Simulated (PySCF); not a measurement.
wavenumber (cm⁻¹), absorption (km/mol per cm⁻¹) and a bar:
```
        0      0.005 
        9      0.005 
       18      0.005 
       27      0.006 
       36      0.006 
       45      0.007 
       54      0.008 
       64      0.009 
       73      0.010 
       82      0.011 
       91      0.013 
      100      0.016 
      109      0.020 
      118      0.027 
      127      0.038 
      136      0.060 
      145      0.113 
      154      0.289 #
      163      1.040 ###
      172      0.634 ##
      182      0.192 #
      191      0.089 
      200      0.053 
      209      0.037 
      218      0.029 
      227      0.025 
      236      0.023 
      245      0.022 
      254      0.021 
      263      0.022 
      272      0.023 
      281      0.024 
      291      0.026 
      300      0.029 
      309      0.032 
      318      0.036 
      327      0.041 
      336      0.048 
      345      0.057 
      354      0.068 
      363      0.084 
      372      0.106 
      381      0.140 
      390      0.191 #
      399      0.278 #
      409      0.439 #
      418      0.792 ##
      427      1.791 #####
      436      5.969 ################
      445     11.022 ##############################
      454      3.050 ########
      463      1.138 ###
      472      0.574 ##
      481      0.343 #
      490      0.227 #
      499      0.161 
      508      0.120 
      517      0.093 
      527      0.074 
      536      0.061
```

This is the computed harmonic infrared spectrum of singlet GeCl₄, Lorentzian lines of 13 cm⁻¹ full width. Computed with PySCF, B3LYP, basis Ge def2-TZVP, Cl def2-TZVP (no relativity, density fitting).

Q: Which bands make it up, and how are they assigned?

A: In Td symmetry, counting bands above 1 % of the strongest: 166 cm⁻¹ (t2, bend, 25 km/mol); 443 cm⁻¹ (t2, stretch, 254 km/mol).
